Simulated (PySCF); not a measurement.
SMILES c1cc([SiH2][SiH3])oc1 (C4H8OSi2) (GFN2-xTB optimised geometry):

```
15

Si     3.100    -1.451     1.703
Si     2.335    -0.086     0.000
C      0.461    -0.086     0.000
C     -0.493     0.894     0.000
C     -1.748     0.246     0.033
C     -1.473    -1.087     0.052
O     -0.150    -1.298     0.036
H      4.558    -1.376     1.835
H      2.770    -2.862     1.489
H      2.543    -1.085     3.010
H      2.770    -0.522    -1.337
H      2.716     1.328     0.114
H     -0.312     1.950    -0.022
H     -2.716     0.704     0.041
H     -2.110    -1.950     0.077
```

Level of theory: PySCF 2.14.0 with CAM-B3LYP/def2-TZVP.

Question: What are the frontier orbital energies and the dipole moment?

Answer: HOMO-2 -10.01 eV, HOMO-1 -9.54 eV, HOMO -7.87 eV, LUMO 0.78 eV, LUMO+1 1.11 eV; dipole moment 0.93 D.

Meta-Löwdin charges at CAM-B3LYP/def2-TZVP: Si1 0.25, Si2 0.41, C3 -0.08, C4 -0.17, C5 -0.19, C6 0.04, O7 -0.24, H8 -0.09, H9 -0.08, H10 -0.08, H11 -0.09, H12 -0.09, H13 0.13, H14 0.13, H15 0.14.
